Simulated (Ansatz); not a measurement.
A structure relaxed at PBE0-D4/def2-TZVP, charge 0, multiplicity 1:

| atom | x (Å) | y (Å) | z (Å) |
| --- | --- | --- | --- |
| O1 | 1.570 | -0.229 | 1.250 |
| Si2 | 0.626 | 0.444 | 0.101 |
| O3 | 1.297 | 0.128 | -1.353 |
| O4 | 0.564 | 2.038 | 0.472 |
| O5 | -0.864 | -0.161 | 0.024 |
| Al6 | -1.961 | -1.400 | -0.319 |
| H7 | 1.579 | 0.213 | 2.099 |
| H8 | 2.241 | 0.277 | -1.429 |
| H9 | -0.135 | 2.551 | 0.065 |
| H10 | -3.447 | -0.960 | -0.619 |
| H11 | -1.471 | -2.901 | -0.291 |

**Question.** Give its formula and SMILES.

**Answer.** AlH5O4Si, `O[Si](O)(O)[O][AlH2]`.

**Question.** Summarise the bond lengths by kind.

**Answer.** 4 × O–Si 1.610 to 1.637 Å; 3 × H–O 0.958 Å; 1 × Al–O 1.690 Å; 2 × Al–H 1.579 Å.

Program: Ansatz 0.2.0.
